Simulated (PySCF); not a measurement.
Computed shifts of a molecule CH9N3Si, PBE/pcSseg-1 (PySCF), GIAO, gas phase, atoms alike by connectivity averaged where their shifts nearly agree, in ppm (number of nuclei): ¹⁵N: 22.7 (1), 19.9 (1), 15.9 (1). ¹³C: 39.4 (1). ²⁹Si: -26.0 (1). ¹H: 5.45 (1), 2.33 (1), 2.21 (1), 0.83 (1), 0.43 (1), 0.38 (1), 0.35 (1), 0.19 (1), -0.02 (1). References: ¹⁵N against NH3 (σ = 267.0 ppm); ¹³C against TMS (σ = 182.0 ppm); ²⁹Si against TMS (σ = 335.4 ppm); ¹H against TMS (σ = 31.49 ppm), references at their B3LYP-D3(BJ)/def2-TZVP geometries, non-relativistic. Coordinates come from a r2SCAN-D4/def2-SVP optimisation. The values are those of a single conformer.

Task: Which structure fits?
A) NC[SiH](N)N
B) CN[SiH](N)N
C) C[Si](N)(N)N

Result: A, NC[SiH](N)N
